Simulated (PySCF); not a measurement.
AlClFI, SMILES [F][Al]([Cl])[I]. Geometry: B3LYP-D3(BJ)/def2-SVP. The def2 effective core potentials stand for the cores of I; spin–orbit coupling is left out.

Computed equilibrium geometry at B3LYP-D3(BJ)/def2-SVP (PySCF confirms it by a frequency run) as Cartesian coordinates in Å, and its point group:
point group Cs.
```xyz
4

Al     0.4459     1.0472     0.0000
Cl    -0.9939     2.5533     0.0000
F      2.0414     1.4913     0.0000
I     -0.1373    -1.3291     0.0000
```
Charge 0, spin multiplicity 1.
